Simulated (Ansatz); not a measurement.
Ansatz results at the PBE0-D4/def2-TZVP geometry: LUMO energy (ωB97M-V/def2-TZVPP) 1.53 eV; ideal-gas entropy at 298 K and 1 bar (rigid rotor, harmonic PBE0-D4/def2-TZVP) 341 J/(mol·K); HOMO–LUMO gap (PBE0/def2-TZVPP) 9.08 eV.

**Question.** Which molecule gave them?
A. `F[SiH]([SiH3])O[SiH3]`
B. `F[Si](F)(F)[SiH3]`
C. `CO[Si](O)(F)F`
D. `C=C[SiH](C)O[SiH3]`

**Answer.** B. The others give `C=C[SiH](C)O[SiH3]`: 1.62, 421, 7.46; `F[SiH]([SiH3])O[SiH3]`: 1.28, 411, 7.67; `CO[Si](O)(F)F`: 2.10, 369, 9.64.
